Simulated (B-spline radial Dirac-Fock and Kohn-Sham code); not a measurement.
Radiative decay of the K hole in Nb⁺

System: the Nb⁺ ion, configuration [Kr] 4d4, inside a Watson sphere of charge -1 and radius 1.6 Å (a model of the Madelung potential; inside it an electron's potential energy is raised by 9.0 eV).

Model: independent-particle rates on relativistic LDA orbitals of the hole state (multipoles up to L = 3, Coulomb Auger matrix elements, transition energies from Dirac-Fock). Program: an atomic code on a B-spline grid.

```
line  multipole  energy (eV)  rate (s⁻¹)  share (%)
K-L2         E1      16519.6    1.35e+15       29.2
K-L3         E1      16613.9    2.58e+15       55.8
K-M2         E1      18604.1    2.04e+14       4.42
K-M3         E1      18619.8    3.98e+14       8.62
K-M4         E2      18778.5    9.63e+11     0.0208
K-M5         E2      18781.3    1.37e+12     0.0296
K-N2         E1      18949.5    2.97e+13      0.643
K-N3         E1      18951.6    5.78e+13       1.25
```

The listed lines hold 100.0 % of the radiative rate. The radiative width is 3.04 eV in the length form and 3.12 eV in the velocity form; the two differ because the transition energies are not eigenvalue differences of the potential that gave the orbitals. Kα2/Kα1 is 0.524 and Kβ/Kα is 0.176.

Values without a named source are computed, but for edge energies of neutral atoms, which are taken from tables.
